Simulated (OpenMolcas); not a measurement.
# Multiconfigurational calculation on Ni VII

Input:

```
&GATEWAY
Coord
1

Ni 0.0 0.0 0.0
Basis=ANO-RCC-VTZP
Group=XYZ
NoMove
AngMom=0.0 0.0 0.0
AMFI
&SEWARD
* reference wave functions (RASSCF and RASSI steps not shown): 4 electrons in 5 orbitals (3d)
>>> COPY JOB001 $Project.JobIph
&CASPT2
Multistate=5 1 2 3 4 5
Frozen=3 6
IPEA=0.25
Imaginary=0.1
MaxIter=60
WThr=0.0 0.3 0.05
PrWF=0.5
NoMix
>>> COPY JOB002 $Project.JobIph
&CASPT2
Multistate=45 1 2 3 4 5 6 7 8 9 10 11 12 13 14 15 16 17 18 19 20 21 22
23 24 25 26 27 28 29 30 31 32 33 34 35 36 37 38 39 40 41 42 43 44 45
Frozen=3 6
IPEA=0.25
Imaginary=0.1
MaxIter=60
WThr=0.0 0.3 0.05
PrWF=0.5
NoMix
>>> COPY JOB003 $Project.JobIph
&CASPT2
Multistate=50 1 2 3 4 5 6 7 8 9 10 11 12 13 14 15 16 17 18 19 20 21 22
23 24 25 26 27 28 29 30 31 32 33 34 35 36 37 38 39 40 41 42 43 44 45 46
47 48 49 50
Frozen=3 6
IPEA=0.25
Imaginary=0.1
MaxIter=60
WThr=0.0 0.3 0.05
PrWF=0.5
NoMix
```

Output, cut to the results:

```
--- CASPT2 ---
Orbital specifications:
      -----------------------

      Symmetry species                           1   2
                                                ag  au
      Frozen orbitals                            3   6
      Inactive orbitals                          0   0
      Active orbitals                            5   0
      Secondary orbitals                        22  23
      Deleted orbitals                           0   0
      Number of basis functions                 30  29
Type of calculation                        MS-CASPT2
      Fock operator                              state-specific
      IPEA shift                                 0.25
      Real shift                                 0.00
      Imaginary shift                            0.10
      The input orbitals will be transformed to quasi-canonical
Reference energy:       -1508.4027976487
      E2 (Non-variational):      -0.0405314798
      Shift correction:          -0.0000033518
      E2 (Variational):          -0.0405348316
      Total energy:           -1508.4433324803
      Residual norm:              0.0000000327
      Reference weight:           0.99662
      Contributions to the CASPT2 correlation energy
      Active & Virtual Only:         -0.0405314798
      One Inactive Excited:           0.0000000000
      Two Inactive Excited:           0.0000000000
Reference energy:       -1508.4027976487
      E2 (Non-variational):      -0.0405314464
      Shift correction:          -0.0000033516
      E2 (Variational):          -0.0405347980
      Total energy:           -1508.4433324467
      Residual norm:              0.0000000327
      Reference weight:           0.99662
      Contributions to the CASPT2 correlation energy
      Active & Virtual Only:         -0.0405314464
      One Inactive Excited:           0.0000000000
      Two Inactive Excited:           0.0000000000
::    CASPT2 Root  1     Total energy:  -1508.44333248
::    CASPT2 Root  2     Total energy:  -1508.44333245
::    CASPT2 Root  3     Total energy:  -1508.44333250
::    CASPT2 Root  4     Total energy:  -1508.44333245
::    CASPT2 Root  5     Total energy:  -1508.44333244
::    MS-CASPT2 Root  1     Total energy:  -1508.44333252
::    MS-CASPT2 Root  2     Total energy:  -1508.44333248
::    MS-CASPT2 Root  3     Total energy:  -1508.44333245
::    MS-CASPT2 Root  4     Total energy:  -1508.44333244
::    MS-CASPT2 Root  5     Total energy:  -1508.44333243
--- CASPT2 ---
Orbital specifications:
      -----------------------

      Symmetry species                           1   2
                                                ag  au
      Frozen orbitals                            3   6
      Inactive orbitals                          0   0
      Active orbitals                            5   0
      Secondary orbitals                        22  23
      Deleted orbitals                           0   0
      Number of basis functions                 30  29
Type of calculation                        MS-CASPT2
      Fock operator                              state-specific
      IPEA shift                                 0.25
      Real shift                                 0.00
      Imaginary shift                            0.10
      The input orbitals will be transformed to quasi-canonical
Reference energy:       -1508.2532810128
      E2 (Non-variational):      -0.0431937273
      Shift correction:          -0.0000045620
      E2 (Variational):          -0.0431982893
      Total energy:           -1508.2964793021
      Residual norm:              0.0000000409
      Reference weight:           0.99600
      Contributions to the CASPT2 correlation energy
      Active & Virtual Only:         -0.0431937273
      One Inactive Excited:           0.0000000000
      Two Inactive Excited:           0.0000000000
Reference energy:       -1508.2532810128
      E2 (Non-variational):      -0.0432084583
      Shift correction:          -0.0000045399
      E2 (Variational):          -0.0432129981
      Total energy:           -1508.2964940109
      Residual norm:              0.0000000418
      Reference weight:           0.99600
      Contributions to the CASPT2 correlation energy
      Active & Virtual Only:         -0.0432084583
      One Inactive Excited:           0.0000000000
      Two Inactive Excited:           0.0000000000
::    CASPT2 Root  1     Total energy:  -1508.29647930
::    CASPT2 Root  2     Total energy:  -1508.29649401
::    CASPT2 Root  3     Total energy:  -1508.29647034
::    CASPT2 Root  4     Total energy:  -1508.29646255
::    CASPT2 Root  5     Total energy:  -1508.29647731
::    CASPT2 Root  6     Total energy:  -1508.29647597
::    CASPT2 Root  7     Total energy:  -1508.29649127
::    CASPT2 Root  8     Total energy:  -1508.29646318
::    CASPT2 Root  9     Total energy:  -1508.29647503
::    CASPT2 Root 10     Total energy:  -1508.29649543
::    CASPT2 Root 11     Total energy:  -1508.29646125
::    CASPT2 Root 12     Total energy:  -1508.29151792
::    CASPT2 Root 13     Total energy:  -1508.29151799
::    CASPT2 Root 14     Total energy:  -1508.29151626
::    CASPT2 Root 15     Total energy:  -1508.28224701
::    CASPT2 Root 16     Total energy:  -1508.28215636
::    CASPT2 Root 17     Total energy:  -1508.28217462
::    CASPT2 Root 18     Total energy:  -1508.28220899
::    CASPT2 Root 19     Total energy:  -1508.28224438
::    CASPT2 Root 20     Total energy:  -1508.28217452
::    CASPT2 Root 21     Total energy:  -1508.28224129
::    CASPT2 Root 22     Total energy:  -1508.26236582
::    CASPT2 Root 23     Total energy:  -1508.26242185
::    CASPT2 Root 24     Total energy:  -1508.26231324
::    CASPT2 Root 25     Total energy:  -1508.26241627
::    CASPT2 Root 26     Total energy:  -1508.26241849
::    CASPT2 Root 27     Total energy:  -1508.26235268
::    CASPT2 Root 28     Total energy:  -1508.26235157
::    CASPT2 Root 29     Total energy:  -1508.26232856
...
```

Levels above the lowest, from the spin-orbit matrix with the single-state CASPT2 energies, averaged by term, on its diagonal:

```json
{"Configuration": "3d4", "Term": "5D", "J": "0", "E (cm-1)": "0.0", "Measured (cm-1)": "0.0", "Term weight %": "99"}
{"Configuration": "3d4", "Term": "5D", "J": "1", "E (cm-1)": "292", "Measured (cm-1)": "279", "Term weight %": "100"}
{"Configuration": "3d4", "Term": "5D", "J": "2", "E (cm-1)": "846", "Measured (cm-1)": "804", "Term weight %": "100"}
{"Configuration": "3d4", "Term": "5D", "J": "3", "E (cm-1)": "1620", "Measured (cm-1)": "1520", "Term weight %": "100"}
{"Configuration": "3d4", "Term": "5D", "J": "4", "E (cm-1)": "2570", "Measured (cm-1)": "2392", "Term weight %": "100"}
{"Configuration": "3d4", "Term": "3P(1)", "J": "0", "E (cm-1)": "31930", "Measured (cm-1)": "30077", "Term weight %": "98"}
{"Configuration": "3d4", "Term": "3H", "J": "4", "E (cm-1)": "33000", "Measured (cm-1)": "31672", "Term weight %": "97"}
{"Configuration": "3d4", "Term": "3P(1)", "J": "1", "E (cm-1)": "33610", "Measured (cm-1)": "31836", "Term weight %": "99"}
{"Configuration": "3d4", "Term": "3H", "J": "5", "E (cm-1)": "33640", "Measured (cm-1)": "32286", "Term weight %": "98"}
{"Configuration": "3d4", "Term": "3H", "J": "6", "E (cm-1)": "34310", "Measured (cm-1)": "32877", "Term weight %": "99"}
{"Configuration": "3d4", "Term": "3P(1)", "J": "2", "E (cm-1)": "36400", "Measured (cm-1)": "34555", "Term weight %": "98"}
{"Configuration": "3d4", "Term": "3F(1)", "J": "2", "E (cm-1)": "36520", "Measured (cm-1)": "34247", "Term weight %": "98"}
{"Configuration": "3d4", "Term": "3F(1)", "J": "3", "E (cm-1)": "36640", "Measured (cm-1)": "34317", "Term weight %": "92"}
{"Configuration": "3d4", "Term": "3F(1)", "J": "4", "E (cm-1)": "36930", "Measured (cm-1)": "34576", "Term weight %": "91"}
{"Configuration": "3d4", "Term": "3G", "J": "3", "E (cm-1)": "40930", "Measured (cm-1)": "38160", "Term weight %": "92"}
{"Configuration": "3d4", "Term": "3G", "J": "4", "E (cm-1)": "41610", "Measured (cm-1)": "38746", "Term weight %": "92"}
{"Configuration": "3d4", "Term": "3G", "J": "5", "E (cm-1)": "42160", "Measured (cm-1)": "39247", "Term weight %": "98"}
{"Configuration": "3d4", "Term": "1I", "J": "6", "E (cm-1)": "50240", "Measured (cm-1)": "", "Term weight %": "99"}
{"Configuration": "3d4", "Term": "1G(1)", "J": "4", "E (cm-1)": "51550", "Measured (cm-1)": "", "Term weight %": "97"}
{"Configuration": "3d4", "Term": "3D", "J": "3", "E (cm-1)": "51690", "Measured (cm-1)": "", "Term weight %": "100"}
{"Configuration": "3d4", "Term": "3D", "J": "2", "E (cm-1)": "51880", "Measured (cm-1)": "", "Term weight %": "98"}
{"Configuration": "3d4", "Term": "3D", "J": "1", "E (cm-1)": "52200", "Measured (cm-1)": "", "Term weight %": "100"}
{"Configuration": "3d4", "Term": "1S(1)", "J": "0", "E (cm-1)": "58080", "Measured (cm-1)": "", "Term weight %": "99"}
{"Configuration": "3d4", "Term": "1D(1)", "J": "2", "E (cm-1)": "62040", "Measured (cm-1)": "", "Term weight %": "98"}
```

Against the 16 measured excited levels shown (Corliss and Sugar, J. Phys. Chem. Ref. Data 10, 197 (1981)) the mean absolute deviation is 1600 cm-1; the largest miss in energy is 3d4 3G5: computed 42160, measured 39247 cm-1 (+7.4 %). Levels of one J stand in another order than measured, so their pairing by name is doubtful.

Term energies are means over components that CASPT2 splits; among the terms shown or strongly mixed into the levels shown the widest spread is 76 cm-1 (3d4 1G(1)). Measured partners are found by configuration, term and J. A level has none where our copy of the source lacks it or the pairing is in doubt (some pairs that miss far off the trend of their configuration count as doubtful), and it then counts in no deviation. Only configurations of the active space appear. The table shows the lowest 24 of 34 levels.

The term weight is that of the spin-free term in the level, not the purity of its configuration. A number in round brackets counts repeated terms of one configuration in the order of the reference energies.
